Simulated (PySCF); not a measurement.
Coordinates in bohr (charge 0 multiplicity 2):
```
Ti    0.0000    0.0000    0.0000
Cl    4.1284    0.0000    0.0000
Cl   -2.0642    3.5753    0.0000
Cl   -2.0642   -3.5753    0.0000
```

Level of theory: UPBE0 in PySCF with Ti def2-SVP, Cl def2-SVP; no relativity; density-fitted integrals.

This geometry of TiCl3 is a stationary point at this level.

Problem. What is the point group?

Solution. D3h.

Problem. Is it a minimum?

Solution. Yes: all harmonic wavenumbers are real.

Problem. Which band is strongest in the infrared?

Solution. 506 cm⁻¹ (e'), 309 km/mol.

Problem. What are the dipole moment and the gap between the highest occupied and lowest empty levels of either spin?

Solution. 0.00 D and 4.48 eV.

Only a few start shapes were tried, so a lower isomer may exist. Other spin states or occupations of the open shell can lie lower.
